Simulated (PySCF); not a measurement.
Gas-phase reaction: 2 GeH2F2 + 3 H2 → 2 GeH3 + 4 HF

Computed with PySCF and rigid-rotor harmonic-oscillator thermochemistry at 1 bar. † marks an energy on the PBE0/def2-TZVP geometry and frequencies; other levels use their own. MP2 and CCSD(T) freeze the core. 6-31G* has spherical d functions here. Open shells (unrestricted): GeH3 (multiplicity 2); the rest are closed-shell singlets. B3LYP is the form with VWN-RPA correlation. Ge: all electrons, no relativistic terms. GeH2F2, GeH3: computed as isolated molecules; such fragments, hydroxides, amides, oligomers or adducts are transient or little studied in the gas. MP2 isn't extrapolated to the basis-set limit; its ΔH°(298 K) is 503.9 kJ in def2-SVP and 492.9 kJ in def2-TZVPP. CCSD(T) isn't extrapolated to the basis-set limit; its ΔH°(298 K) is 482.6 kJ in def2-SVP and 477.2 kJ in def2-TZVPP. The harmonic model lacks anharmonicity and excited electronic states, which grow with temperature; levels with a mode under 35 cm⁻¹ are left out.

```json
[
 {"level": "B3LYP/6-31G*", "ΔE electronic, kJ": "613", "ΔH°(298 K), kJ": "628", "ΔS°(298 K), J/K": "210", "ΔG°(1000 K), kJ": "428"},
 {"level": "CCSD(T)/def2-SVP†", "ΔE electronic, kJ": "461", "ΔH°(298 K), kJ": "483", "ΔS°(298 K), J/K": "208", "ΔG°(1000 K), kJ": "284"},
 {"level": "HF/def2-TZVP†", "ΔE electronic, kJ": "420", "ΔH°(298 K), kJ": "442", "ΔS°(298 K), J/K": "208", "ΔG°(1000 K), kJ": "244"},
 {"level": "M06-2X/def2-TZVP†", "ΔE electronic, kJ": "528", "ΔH°(298 K), kJ": "550", "ΔS°(298 K), J/K": "208", "ΔG°(1000 K), kJ": "352"},
 {"level": "MP2/def2-SVP†", "ΔE electronic, kJ": "482", "ΔH°(298 K), kJ": "504", "ΔS°(298 K), J/K": "208", "ΔG°(1000 K), kJ": "306"},
 {"level": "MP2/def2-TZVPP†", "ΔE electronic, kJ": "471", "ΔH°(298 K), kJ": "493", "ΔS°(298 K), J/K": "208", "ΔG°(1000 K), kJ": "295"},
 {"level": "PBE/def2-TZVP†", "ΔE electronic, kJ": "464", "ΔH°(298 K), kJ": "486", "ΔS°(298 K), J/K": "208", "ΔG°(1000 K), kJ": "288"},
 {"level": "PBE0/def2-SVP†", "ΔE electronic, kJ": "468", "ΔH°(298 K), kJ": "490", "ΔS°(298 K), J/K": "208", "ΔG°(1000 K), kJ": "292"},
 {"level": "PBE0/def2-TZVP", "ΔE electronic, kJ": "448", "ΔH°(298 K), kJ": "470", "ΔS°(298 K), J/K": "208", "ΔG°(1000 K), kJ": "272"},
 {"level": "LDA/def2-TZVP†", "ΔE electronic, kJ": "485", "ΔH°(298 K), kJ": "507", "ΔS°(298 K), J/K": "208", "ΔG°(1000 K), kJ": "309"}
]
```
ΔH° is lowest at HF/def2-TZVP† and highest at B3LYP/6-31G*. No reference value is set beside these.
